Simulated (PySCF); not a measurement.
Calculated NMR data

PySCF calculation with J: B3LYP/pcJ-1 (spin–dipole term left out of most H,H and C,H couplings), NMR shieldings at PBE0/pcSseg-1/GIAO and geometry from GFN2-xTB; relativity neglected, fast rotation and ring inversion assumed for equivalent nuclei, isolated molecule, a single conformation.

Scale: TMS for 1H (σ = 31.72 ppm), 13C (σ = 186.93 ppm) (reference shieldings calculated alike). Multiplet labels drop J under 1 Hz and among equivalent protons, and merge close values. Unscaled 3J(H,H) run several per cent high. Where no couplings were computed, multiplicities follow the n + 1 count of equivalent neighbours, and m marks all less simple cases (inequivalent or close neighbours, rings, F or P nearby). One-bond C–F couplings are unscaled and too large by tens of Hz. Shifts are as computed. Against solution values, carbons near 30 ppm lie about +3 ppm off and those near 130 ppm about +5 ppm. Of 1211 compounds with measured shifts, 218 miss one by over three times the rms of a fit or turn the order of signals round; such compounds aren't used in these exercises.

**1.** `O=C1CO[C@H](F)C1=O`, C$_{4}$H$_{3}$FO$_{3}$. 1H NMR (400 MHz, computed): δ 5.51 (d, J = 63.9 Hz, 1H), 4.85 (m, 1H), 4.59 (m, 1H). 13C{1H} NMR (computed): δ 208.3 (C), 203.3 (C, d, J = 19.0 Hz), 104.8 (CH, d, J = 284.0 Hz), 75.9 (CH2).

**2.** SMILES C=Cn1nnc(C)c1C, C$_{6}$H$_{9}$N$_{3}$. 1H NMR (400 MHz, computed): δ 7.02 (m, 1H), 6.93 (m, 1H), 5.32 (m, 1H), 2.50 (s, 3H), 2.31 (s, 3H). 13C{1H} NMR (computed): δ 144.3, 134.2, 132.3, 109.9, 12.5, 9.4.
